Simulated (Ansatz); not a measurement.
Cartesian coordinates in Å:
```
C -0.803 0.116 -2.194
O -0.305 0.025 -0.906
Sc 0.505 -0.238 0.758
N -0.238 0.810 2.277
O 1.942 -1.387 1.133
H -0.690 1.134 -2.589
H -0.281 -0.567 -2.877
H -1.871 -0.134 -2.222
H -1.007 1.467 2.237
H 0.086 0.782 3.235
H 2.662 -2.009 1.148
```

Charge 0, multiplicity 1.

Task: List the ωB97M-V/def2-TZVPP orbital energies in eV (Ansatz 0.2.0). (An estimate is asked.)

Result: Ansatz gave: Occupied: -4411.07, -525.20, -525.04, -485.02, -399.38, -399.34, -399.32, -393.05, -282.26, -60.50, -38.40, -38.17, -38.08, -29.65, -28.75, -24.69, -20.90, -15.59, -14.91, -14.67, -14.63, -14.50, -12.05, -11.23, -11.05, -10.20, -10.11, -9.14. Lowest empty: 0.16, 1.87, 2.04, 2.51, 2.55, 2.65, 2.71, 2.89.
